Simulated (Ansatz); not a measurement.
Species: CLiN (charge 0, singlet). SMILES: [C][N][Li]
Geometry from a B3LYP-D3(BJ)/def2-TZVP (Ansatz, an electronic-structure program) optimisation:
```
N
C 1 1.1713
Li 1 1.7580 2 180.00
```
Charge 0, spin multiplicity 1.

Quantity: vertical ionisation energy to the doublet, in eV. Terms: 6-311+G** with 5d; 6-31G* and kin with 6d, 5d where marked; each state is the SCF solution reached for its charge and spin; non-relativistic; no dispersion term unless named; no spin-orbit coupling; open shells spin-unrestricted. Ab initio and DFT rows: single points at B3LYP-D3(BJ) geometries (Ansatz).

```csv
level,program,vertical ionisation energy to the doublet (eV)
B3LYP/STO-3G,Ansatz,7.79
B3LYP/3-21G,Ansatz,9.36
B3LYP/6-31G*,Ansatz,9.39
B3LYP/6-311+G**,Ansatz,9.68
B3LYP/def2-TZVPD,Ansatz,9.66
```

No value to compare with is used here. The 4 habitual levels span 7.79 (B3LYP/STO-3G) to 9.68 eV (B3LYP/6-311+G**); B3LYP/def2-TZVPD gives 9.66.

The sets are all those run for this method; left out are runs that failed, that the program found above a lower state of the same kind, or whose <S^2> lies over 0.5 above the pure value.
